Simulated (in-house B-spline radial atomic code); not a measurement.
**Binding energies in Mn VII (Mn6+)**

NIST's tabulated ground configuration is [Ar] 3d1; each binding energy is the energy of the ion with one electron taken from that subshell, relaxed, less that of the parent. All numbers are computed (Dirac-Hartree-Fock, average of configuration; Fermi nucleus of rms radius 3.7057 fm) with an all-electron radial atomic-structure program (B-spline basis), not measured. Energies include first-order Breit, QED and recoil terms.

```tsv
subshell	X-ray name	binding energy (eV)	-ε (eV)	relaxation (eV)
1s	K	6673	6715.5	32.4
2s	L1	910.5	921.1	9.9
2p1/2	L2	789.3	801.4	11.4
2p3/2	L3	779.1	790.8	11.2
3s	M1	209.2	210.6	1.4
3p1/2	M2	170	171.4	1.4
3p3/2	M3	168.5	169.9	1.3
3d	M4,5	118.1	119.3	1.2
```

Relaxation = -ε minus the binding energy without Breit, QED and recoil terms.

Emission lines follow as differences of binding energies, with λ = 12398.42 eV·Å / E:

| line | holes | energy (eV) | wavelength (Å) |
| --- | --- | --- | --- |
| K-L3 | 1s → 2p3/2 | 5893.9 | 2.1036 |
| K-L2 | 1s → 2p1/2 | 5883.7 | 2.1072 |
| K-M3 | 1s → 3p3/2 | 6504.5 | 1.9061 |
| L1-M3 | 2s → 3p3/2 | 742.0 | 16.709 |
| L3-M1 | 2p3/2 → 3s | 569.9 | 21.755 |

Task: What screening constant σ does Moseley's law, E = (3/4)·13.6057 eV·(Z - σ)², need for K-L3?

Result: σ = 0.97.

Task: What does it cost to remove both a 2p1/2 and a 3d electron?

Result: 940.66 eV, which is 33.26 eV more than the two single binding energies together.

Task: What does it cost to remove both a 1s and a 3p3/2 electron?

Result: 6877.4 eV, which is 35.89 eV more than the two single binding energies together.

Task: What does it cost to remove both a 1s and a 3p1/2 electron?

Result: 6879.3 eV, which is 36.24 eV more than the two single binding energies together.
